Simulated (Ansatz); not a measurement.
Cartesian coordinates in Å:
```
F 1.430 1.659 0.355
B 1.308 0.863 -0.688
F 2.066 -0.211 -0.782
F 0.601 1.255 -1.729
P -0.926 -0.611 0.487
H -0.792 -1.308 1.712
H -2.135 0.034 0.842
H -1.552 -1.680 -0.198
```

Total charge 0; spin multiplicity 1. The bonds changed during the relaxation, so this is another structure than the one it started from.

Problem. List the CAM-B3LYP/def2-TZVPP orbital energies in eV (Ansatz). (Best estimate.)

Solution. Ansatz gave: Occupied: -2099.33, -674.20, -674.20, -674.20, -189.73, -180.63, -130.61, -130.61, -130.50, -36.50, -35.42, -35.42, -20.29, -18.35, -17.29, -17.29, -16.32, -14.44, -14.44, -14.16, -14.16, -13.30, -12.76, -12.76, -9.75. Lowest empty: 1.38, 1.47, 1.47, 2.24, 2.81, 3.85, 3.85, 5.20.
